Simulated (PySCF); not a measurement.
Running PySCF for ZnP⁺

Input:

```python
from pyscf import gto, dft

mol = gto.M(
    atom='Zn 0 0 0; P 0 0 2.284',
    basis='def2-svp',
    charge=1,
    spin=2,
    verbose=4,
)
mf = dft.UKS(mol, xc='pw6b95')
mf.kernel()
mf.dip_moment()
print('orbital energies (hartree):', [e[max(0, n-3):n+3].round(4) for e, n in zip(mf.mo_energy, mol.nelec)])
```

```bash
$ OMP_NUM_THREADS=1 python input.py
```

The log (some set-up lines and the per-cycle HOMO/LUMO lines with their warnings removed):

```
PySCF version 2.14.0

[INPUT] verbose = 4
[INPUT] num. atoms = 2
[INPUT] num. electrons = 44
[INPUT] charge = 1
[INPUT] spin (= nelec alpha-beta = 2S) = 2
[INPUT] symmetry False subgroup None
[INPUT] Mole.unit = angstrom
[INPUT] Symbol           X                Y                Z      unit          X                Y                Z       unit  Magmom
[INPUT]  1 Zn     0.000000000000   0.000000000000   0.000000000000 AA    0.000000000000   0.000000000000   0.000000000000 Bohr   0.0
[INPUT]  2 P      0.000000000000   0.000000000000   2.284000000000 AA    0.000000000000   0.000000000000   4.316134468507 Bohr   0.0

nuclear repulsion = 104.259958368652
number of shells = 19
number of NR pGTOs = 109
number of NR cGTOs = 49
basis = def2-svp
ecp = {}

******** <class 'pyscf.dft.uks.UKS'> ********
method = UKS
initial guess = minao
damping factor = 0
level_shift factor = 0
DIIS = <class 'pyscf.scf.diis.CDIIS'>
diis_start_cycle = 1
diis_space = 8
diis_damp = 0
SCF conv_tol = 1e-09
SCF conv_tol_grad = None
SCF max_cycles = 50
direct_scf = True
direct_scf_tol = 1e-13
number electrons alpha = 23  beta = 21
XC library pyscf.dft.libxc version 7.0.0
    S. Lehtola, C. Steigemann, M. J.T. Oliveira, and M. A.L. Marques.,  SoftwareX 7, 1–5 (2018)
XC functionals = pw6b95
    Y. Zhao and D. G. Truhlar.,  J. Phys. Chem. A 109, 5656 (2005)
radial grids:
    Treutler-Ahlrichs [JCP 102, 346 (1995); DOI:10.1063/1.469408] (M4) radial grids

becke partition: Becke, JCP 88, 2547 (1988); DOI:10.1063/1.454033
pruning grids: <function nwchem_prune>
grids dens level: 3
symmetrized grids: False
atomic radii adjust function: <function treutler_atomic_radii_adjust>
small_rho_cutoff = 0
Set gradient conv threshold to 3.16228e-05
tot grids = 39824
init E= -2121.11241998954

cycle= 1 E= -2121.19541540743  delta_E= -0.083  |g|= 0.212  |ddm|= 1.31
cycle= 2 E= -2121.19525733787  delta_E= 0.000158  |g|= 0.274  |ddm|= 0.763
cycle= 3 E= -2121.22053308274  delta_E= -0.0253  |g|= 0.029  |ddm|= 0.327
cycle= 4 E= -2121.22105603384  delta_E= -0.000523  |g|= 0.0133  |ddm|= 0.0844
cycle= 5 E= -2121.22123799635  delta_E= -0.000182  |g|= 0.00412  |ddm|= 0.0374
cycle= 6 E= -2121.22127681581  delta_E= -3.88e-05  |g|= 0.00179  |ddm|= 0.0189
cycle= 7 E= -2121.22129387594  delta_E= -1.71e-05  |g|= 0.000972  |ddm|= 0.0132
cycle= 8 E= -2121.22130176007  delta_E= -7.88e-06  |g|= 0.000427  |ddm|= 0.0137
cycle= 9 E= -2121.22130259086  delta_E= -8.31e-07  |g|= 7.57e-05  |ddm|= 0.00502
cycle= 10 E= -2121.22130260549  delta_E= -1.46e-08  |g|= 1.24e-05  |ddm|= 0.000577
cycle= 11 E= -2121.22130260584  delta_E= -3.57e-10  |g|= 1.56e-06  |ddm|= 9.12e-05
Extra cycle  E= -2121.22130260585  delta_E= -2.73e-12  |g|= 2.01e-06  |ddm|= 5.41e-06
converged SCF energy = -2121.22130260585  <S^2> = 2.0252895  2S+1 = 3.0168126

WARN: System has nonzero charge 1; the dipole moment is origin-dependent.
Location of origin: [0. 0. 0.]

Dipole moment(X, Y, Z, Debye):  0.00000,  0.00000,  1.58044
orbital energies (hartree): [array([-0.5387, -0.4869, -0.4869, -0.3458, -0.1838, -0.1838]), array([-0.8016, -0.7427, -0.5141, -0.334 , -0.3292, -0.3292])]
```

In short: E(SCF) = -2121.221303 Eh, 11 cycles, ⟨S²⟩ = 2.025.

Run time: 8.3 s on 1 thread of Arm Neoverse N1 (shared host).

The bond length is a typed value, not an optimised one. The dipole of an ion depends on the origin. No search for the lowest solution was made.
